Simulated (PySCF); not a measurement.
## SbF⁻ from Hartree–Fock to correlated methods

State: ²Π (doublet), unpaired electrons π ↑. Set-up: PySCF, scalar-relativistic core potentials, basis sets Sb def2-TZVPPD with ECP28, F def2-TZVPPD. De refers to Sb + F⁻ in their high-spin ground configurations, without counterpoise correction. The functionals are run spin-unrestricted. A positive dipole points towards F; it is taken about the centre of mass and depends on that origin.

| Level | Re (Å) | ωe (cm⁻¹) | De (eV) | μ (D) | CPU s a point (SCF and correlation, without the integrals) |
| --- | --- | --- | --- | --- | --- |
| UHF | 1.987 | 511 | n/a | -1.40 | 1.4 |
| UHF-MP2 | 2.018 | 482 | 1.38 | n/a | 2.7 |
| UHF-SCS-MP2 | 2.023 | 477 | 1.49 | n/a | n/a |
| UHF-CCSD | 2.009 | 490 | n/a | n/a | n/a |
| UHF-CCSD(T) | 2.018 | 481 | 1.62 | n/a | 190 |
| PBE | 2.048 | 454 | 1.89 | -1.34 | 1.6 |
| BP86 | 2.047 | 455 | 1.95 | -1.29 | 0.99 |
| r²SCAN | 2.016 | 483 | 1.90 | -1.21 | 2.4 |
| M06-L | 2.031 | 470 | n/a | -1.11 | 2.4 |
| PBE0 | 2.013 | 486 | 1.86 | -1.32 | 3.1 |
| B97-3 | 2.030 | 469 | 1.85 | -1.44 | 1.9 |
| BHandHLYP | 2.004 | 495 | n/a | -1.49 | 2 |
| M06-2X | 2.019 | 488 | 1.57 | -1.59 | 3.5 |
| LC-ωPBE | 2.012 | 492 | 1.72 | -1.45 | 2.6 |

Problem. Which functional lies closest to UHF-CCSD(T) in De, which farthest, and by how much do they differ from it?

Solution. Closest is M06-2X (+0.1 pm in Re, +1.5 % in ωe, -0.05 eV in De against UHF-CCSD(T) in the same basis), farthest BP86 (+2.9 pm in Re, -5.4 % in ωe, +0.33 eV in De). CCSD(T) converges more slowly with the basis than the functionals do and binds too weakly in this one, so the order can change at the basis-set limit.

Problem. What does a quarter of exact exchange do here, going from PBE to PBE0?

Solution. PBE0 less PBE: -3.5 pm in Re, +7.0 % in ωe, -0.03 eV in De. Exact exchange removes part of the self-interaction that spreads semilocal densities, and in most molecules shortens and stiffens the bond and lowers De; so it does here.

Problem. What does the step from GGA to meta-GGA do here, going from PBE to r²SCAN?

Solution. r²SCAN less PBE: -3.2 pm in Re, +6.4 % in ωe, +0.01 eV in De. 

Correlated steps freeze 5 core orbitals. These are scalar-relativistic numbers at best; spin–orbit coupling would shift them, the dissociation energy most. For an ion De counts to the pair picked by the measured ionisation energies or electron affinities, which need not be the lowest pair at this level. The highest Kohn–Sham level is positive in this anion. Much of that is self-interaction error, but it also means that the finite basis helps to hold the extra electron. The state was picked by a PBE0 search and need not be the measured ground state.

The whole job (state search and all levels along the bond) took about 17 min on 2 threads of Arm Neoverse V2 (shared host), peak memory 3.6 GiB.
